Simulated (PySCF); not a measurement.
Compounds:

A. `ClC[SiH2]c1ccccn1`
B. `C=C(COC(F)F)O[SiH3]`
C. `CC#C[SiH2]C#C[C@@H](F)[SiH2]C`

Spectrum 1. ¹H NMR (300 MHz, computed): δ 5.58 (m, 1H), 4.86 (m, 1H), 4.78 (m, 1H), 4.38 (m, 1H), 4.21 (m, 1H), 2.10 (s, 3H), 0.56 (m, 3H). ¹³C{¹H} NMR (computed): δ 113.6 (C), 110.8 (C), 99.4 (C), 80.3 (C), 80.1 (CH), 6.1 (CH3), -10.7 (CH3).

Spectrum 2. ¹H NMR (300 MHz, computed): δ 8.97 (d, 1H), 7.89 (m, 1H), 7.70 (d, 1H), 7.38 (m, 1H), 4.83 (t, 2H), 3.65 (t, 2H). ¹³C{¹H} NMR (computed): δ 167.3 (C), 155.5 (CH), 139.9 (CH), 136.3 (CH), 128.7 (CH), 29.6 (CH2).

Spectrum 3. ¹H NMR (300 MHz, computed): δ 6.54 (m, 1H), 5.07 (s, 3H), 4.89 (br s, 1H), 4.63 (s, 2H), 4.56 (br s, 1H). ¹³C{¹H} NMR (computed): δ 157.0 (C), 123.0 (CH), 102.0 (CH2), 70.0 (CH2).

No relativistic terms, one conformer, one averaged value for each set of equivalent atoms, gas phase. Structure optimised with GFN2-xTB; GIAO PBE0/pcSseg-1 shieldings; PySCF 2.14.0 with density-fitted response routines.

References, each an isolated molecule treated in the same way: TMS for ¹H (σref 31.72), ¹³C (σref 186.93). Splittings of carbon signals by F and P are missing where no couplings were computed. Where no couplings were computed, multiplicities follow the n + 1 count of equivalent neighbours, and m marks all less simple cases (inequivalent or close neighbours, rings, F or P nearby). Shifts are as computed. Against solution values, carbons near 30 ppm lie about +3 ppm off and those near 130 ppm about +5 ppm; carbons on Cl a further +6 ppm. Of 1309 compounds with measured shifts, 239 miss one by over three times the rms of a fit or turn the order of signals round; such compounds aren't used in these exercises. Carbons bonded to Cl come out too deshielded.

Question: Match each spectrum to its structure.

Answer: 1–C, 2–A, 3–B.

- Spectrum 1 (C): 7 ¹³C signals; δC 99.4 is an alkyne carbon; δC 80.3 is an alkyne carbon.
- Spectrum 2 (A): 6 ¹³C signals; δC 155.5 is an aromatic CH next to a ring nitrogen; δC 139.9 is an aromatic CH.
- Spectrum 3 (B): 4 ¹³C signals; δC 157.0 is an alkene carbon bearing oxygen; δC 123.0 is an sp3 CH bonded to 2 F and O.
